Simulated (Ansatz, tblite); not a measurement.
Removing an electron: the cluster CaO₂⁻ (the lowest doublet isomer of a short search). The state is a doublet with charge -1. Geometry: PBE0-D4/def2-TZVPD. Ansatz, gas phase; energy differences of separate SCF runs; the oxidised species is a triplet (the singlet lies 1.70 eV higher at PBE0-D4/def2-TZVPD).

Cartesian coordinates in Å:
```
Ca -0.0009 0.0006 0.0007
O 1.0518 -0.4662 1.6150
O -1.0509 0.4656 -1.6158
```

The xTB rows come from tblite. The structure comes from a short search, and lower isomers may exist.

```json
{"level": "GFN1-xTB", "−HOMO (eV)": "–", "vertical IE (eV)": "8.55", "−LUMO (eV)": "–", "HOMO–LUMO gap (eV)": "–"}
{"level": "GFN2-xTB", "−HOMO (eV)": "–", "vertical IE (eV)": "8.47", "−LUMO (eV)": "–", "HOMO–LUMO gap (eV)": "–"}
{"level": "PBE0-D4/def2-TZVPD", "−HOMO (eV)": "0.22", "vertical IE (eV)": "1.96", "−LUMO (eV)": "-2.47", "HOMO–LUMO gap (eV)": "2.69"}
```

Estimate the rows for PBE-D4/def2-TZVPD, r2SCAN-D4/def2-TZVPD.


| level | −HOMO (eV) | vertical IE (eV) | −LUMO (eV) | HOMO–LUMO gap (eV) | remarks |
| --- | --- | --- | --- | --- | --- |
| PBE-D4/def2-TZVPD | -0.28 | 2.59 | -1.37 | 1.09 | HOMO above zero (-1 doublet) |
| r2SCAN-D4/def2-TZVPD | -0.18 | 2.25 | -1.78 | 1.60 | HOMO above zero (-1 doublet) |

  A HOMO above zero means that the electron is unbound at that level or that self-interaction error raises the level; the energy of removing that electron tells which. HOMO and LUMO are the levels of the spin that leaves or enters (xTB has no such levels and no spin-polarisation term). Other spin states of the ions may lie lower, which would lower the ionisation energy or raise the affinity. Raw xTB energy differences between charge states are shifted by several eV; the methods need an empirical correction for them.
